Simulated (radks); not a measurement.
Values are calculated unless marked as measured or tabulated.
Spherical quantum dot in the effective-mass picture: electrons in a hard-walled sphere of radius 1.65, with a point charge +2 (a donor) at the centre, all in effective atomic units (hartree* = m*/eps^2 hartree, bohr* = eps/m* bohr), one dielectric constant everywhere. Level of theory: non-relativistic Kohn-Sham, PBE, spin-polarised, spherical densities (a radial shooting solver with Libxc functionals). Levels are named by radial order and angular momentum (1s, 1p, 1d, 2s, ...), and open shells are averaged over m.

N = 12, configuration 1s2 1p6 1d(up 4, down 0). This is the lowest configuration that the search found. Occupied and some empty levels:

| level | occupation | eigenvalue (hartree*) | <r> (bohr*) |
|---|---|---|---|
| 1s up | 1 | 9.1194 | 0.7825 |
| 1s down | 1 | 9.2323 | 0.7649 |
| 1p up | 3 | 11.155 | 1.012 |
| 1p down | 3 | 11.351 | 1.007 |
| 1d up | 4 | 13.375 | 1.098 |
| 2s up | 0 | 13.433 | 0.7918 |
| 2s down | 0 | 13.541 | 0.8036 |
| 1d down | 0 | 13.595 | 1.096 |
| 1f up | 0 | 16.081 | 1.155 |
| 1f down | 0 | 16.313 | 1.154 |
| 2p up | 0 | 18.194 | 0.8588 |
| 2p down | 0 | 18.303 | 0.8600 |

Energy (hartree*): total 77.8935, kinetic 51.138, external -27.659, Hartree 64.566, exchange-correlation -10.151.

Electron density:

| r (bohr*) | n(r) (e/bohr*^3) |
|---|---|
| 0.0828 | 2.387 |
| 0.206 | 1.640 |
| 0.330 | 1.310 |
| 0.454 | 1.212 |
| 0.577 | 1.237 |
| 0.701 | 1.308 |
| 0.824 | 1.358 |
| 0.948 | 1.325 |
| 1.07 | 1.167 |
| 1.20 | 0.8860 |
| 1.32 | 0.5348 |
| 1.44 | 0.2220 |
| 1.57 | 0.03510 |
